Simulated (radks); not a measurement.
Values are calculated unless marked as measured or tabulated.
Question: Radial electron density D(r) = 4 pi r^2 rho(r) of an atom or ion with 21 electrons. Level of theory: scalar-relativistic Kohn-Sham, PBEsol, spin-polarised, spherical densities, finite nucleus; Fermi nuclear charge, rms radius of each element as measured or else 0.836 A^(1/3) + 0.57 fm (a radial shooting solver on a logarithmic mesh with Libxc functionals).

```
   r/bohr * D(r) (the largest magnitude, 71.9, reaches the edge; | marks zero)
  0.00169 | *
  0.00189 |  *
 0.002114 |  *
 0.002365 |   *
 0.002624 |    *
 0.002935 |     *
 0.003283 |      *
 0.003672 |       *
 0.004107 |        *
 0.004557 |          *
 0.005097 |            *
 0.005701 |              *
 0.006377 |                 *
 0.007075 |                   *
 0.007914 |                      *
 0.008852 |                         *
 0.009901 |                            *
  0.01107 |                               *
  0.01229 |                                  *
  0.01374 |                                     *
  0.01537 |                                        *
   0.0172 |                                          *
  0.01923 |                                           *
  0.02134 |                                            *
  0.02387 |                                            *
   0.0267 |                                           *
  0.02986 |                                          *
   0.0334 |                                        *
  0.03706 |                                       *
  0.04146 |                                      *
  0.04637 |                                      *
  0.05186 |                                       *
  0.05801 |                                         *
  0.06437 |                                             *
    0.072 |                                                *
  0.08053 |                                                    *
  0.09007 |                                                      *
   0.1007 |                                                      *
   0.1118 |                                                    *
    0.125 |                                               *
   0.1399 |                                        *
   0.1564 |                                 *
    0.175 |                            *
   0.1942 |                          *
   0.2172 |                         *
   0.2429 |                           *
   0.2717 |                             *
   0.3015 |                             *
   0.3372 |                            *
   0.3771 |                        *
   0.4218 |                  *
   0.4718 |            *
   0.5236 |       *
   0.5856 |   *
    0.655 | *
   0.7326 |*
   0.8195 *
   0.9093 *
    1.017 *
    1.138 *
```

What is the nuclear charge?

Answer: Z = 46. The innermost maximum, from 1s, lies near gamma/Z bohr with gamma = sqrt(1 - (Z/c)^2) = 0.942, here 0.0205 bohr (found: 0.0224), and its height grows with Z. The density is that of the palladium ion Pd25+ in [Ar] 3d3; the configuration itself is not fixed sharply by these data, and Z only to a few units. D(r) has 3 maxima, at r = 0.0224, 0.0953, 0.297 bohr, and minima at 0.0442, 0.209 bohr, inside which lie 2.01, 10.87 electrons.
